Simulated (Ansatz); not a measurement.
Isolated molecules relaxed with PBE0-D4/def2-TZVP in Ansatz; ΔE leaves out vibrations. CCSD(T)/CBS adds triple-zeta CCSD(T) − MP2 to the extrapolated MP2 energy (def2 sets, frozen cores). DFT in def2-TZVPP. B3LYP here is the variant with VWN-RPA as its local correlation; programs differ in this. HSE06 is defined as in plane-wave codes. For Ga outer-core shells are correlated without core-valence functions, which leaves a few kJ/mol of doubt a bond. Scalar relativity is left out up to krypton. Each species was taken in one conformer, which may not be the lowest.

Consider the formal exchange of groups at a Ga–Si bond: `C[SiH2][GaH][Cl]` + `N#CC(F)(F)F` → `N#[C][GaH][Cl]` + `C[SiH2]C(F)(F)F`.

```tsv
level	ΔE (kJ/mol)	difference from CCSD(T)/CBS
LDA (SPW92)	-39.0	27.9
PBE-D4	-44.8	22.1
revPBE-D4	-47.0	19.9
BLYP-D4	-58.2	8.7
r2SCAN-D4	-57.1	9.8
B97M-V	-47.9	19.0
B3LYP-D4	-60.4	6.5
r2SCANh-D4	-57.6	9.3
r2SCAN0-D4	-58.3	8.6
HSE06-D4	-48.9	18.0
BHLYP-D4	-65.9	1.0
CAM-B3LYP-D4	-67.0	-0.1
ωB97X-V	-66.8	0.1
B2PLYP	-65.8	1.1
PBE-QIDH	-59.1	7.8
PBE	-45.1	21.8
revPBE	-46.3	20.6
BLYP	-58.2	8.7
r2SCAN	-57.1	9.8
PBE0	-49.4	17.5
B3LYP	-60.9	6.0
r2SCANh	-57.7	9.2
r2SCAN0	-58.4	8.5
HSE06	-49.3	17.6
BHLYP	-67.6	-0.7
CAM-B3LYP	-67.5	-0.6
LC-ωPBE	-63.1	3.8
RPA@PBE/def2-TZVPP	-66.5	0.4
HF/def2-SVP	-65.6	1.3
MP2/def2-SVP	-53.7	13.2
CCSD/def2-SVP	-51.5	15.4
CCSD(T)/def2-SVP	-49.9	17.0
MP2/def2-TZVPP	-68.8	-1.9
SCS-MP2/def2-TZVPP	-70.7	-3.8
CCSD/def2-TZVPP	-66.3	0.6
HF/def2-QZVPP	-77.6	-10.7
MP2/def2-QZVPP	-70.1	-3.2
HF/CBS(def2)	-77.7	-10.8
MP2/CBS(def2)	-70.6	-3.7
CCSD/CBS(def2)	-68.1	-1.2
CCSD(T)/CBS	-66.9	0
```

(1) What do rigid-rotor, harmonic-oscillator terms from PBE0-D4/def2-TZVP frequencies (298.15 K, 1 bar) make of the CCSD(T)/CBS value? (Estimate.)

Largest T1 diagnostic among the species: 0.013.

Results:

(1) The calculation gave: ΔZPE = -2.1 kJ/mol, ΔH = -68.6 kJ/mol, ΔS = 3 J/(mol·K), ΔG = -69.6 kJ/mol. Modes under 50 cm⁻¹ make the entropy rough.

Leaving LDA and LC-ωPBE aside and taking each functional with its dispersion term where it has one, the values, not all of them listed here, spread over 23.4 kJ/mol, from ωB97M-V to PBE-D4. LDA lies +6.0 kJ/mol from PBE without D4. At CCSD(T), def2-SVP lies +17.0 kJ/mol from the extrapolated value and def2-TZVPP +1.8 kJ/mol.
